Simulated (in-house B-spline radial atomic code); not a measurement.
Binding energies in Br¹⁵⁺

NIST's tabulated ground configuration is [Ar] 3d2; each binding energy is the energy of the ion with one electron taken from that subshell, relaxed, less that of the parent. Computed with a radial B-spline atomic code at the basis-set limit: Dirac-Hartree-Fock, average of configuration, Fermi nucleus of rms radius 4.1629 fm. Energies include first-order Breit, QED and recoil terms.

```csv
subshell,X-ray name,binding energy (eV),-ε (eV),relaxation (eV)
2s,L1,2317.7,2330.5,10.0
2p1/2,L2,2128.2,2142.7,11.9
2p3/2,L3,2081.1,2094.6,11.6
3s,M1,702.5,704.4,1.3
3p1/2,M2,632,633.9,1.5
3p3/2,M3,623.1,624.8,1.4
3d,"M4,5",526.3,528.1,1.7
```

Relaxation = -ε minus the binding energy without Breit, QED and recoil terms.

Emission lines follow as differences of binding energies, with λ = 12398.42 eV·Å / E:

```tsv
line	holes	energy (eV)	wavelength (Å)
L1-M3	2s → 3p3/2	1694.6	7.3164
L3-M1	2p3/2 → 3s	1378.6	8.9935
```

Problem. What does it cost to remove both a 3s and a 3d electron?

Solution. 1274.8 eV, which is 45.94 eV more than the two single binding energies together.

Problem. What does it cost to remove both a 3s and a 3p1/2 electron?

Solution. 1375.9 eV, which is 41.35 eV more than the two single binding energies together.

Problem. What does it cost to remove two 2p1/2 electrons?

Solution. 4387.9 eV, which is 131.6 eV more than the two single binding energies together.
